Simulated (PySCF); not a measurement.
# TlPb at UHF-CCSD(T)

Level: UHF-CCSD(T). Tl def2-SVP with ECP60, Pb def2-SVP with ECP60; scalar-relativistic core potentials (PySCF 2.14).

```
state                          : ⁴Σ⁻ (quartet), unpaired electrons σ ↑, π ↑↑
bond length                    : 2.998 Å
harmonic wavenumber            : 105 cm⁻¹
force constant                 : 0.664 mdyn/Å
rotational constant Be         : 0.01817 cm⁻¹
anharmonicity ωexe             : 0.181 cm⁻¹
vibration–rotation constant αe : 4.63e-05 cm⁻¹
well depth De to Tl + Pb       : 1.63 eV
dissociation energy D0         : 1.63 eV
```

Correlated steps freeze 8 core orbitals. Correlated levels converge slowly with the basis: in double zeta they bind strong bonds too weakly, by up to about 1 eV, and carry superposition errors of some tenths. Spin–orbit coupling is left out, which matters for elements this heavy, above all for dissociation energies. The state was picked by a PBE0 search and need not be the measured ground state.
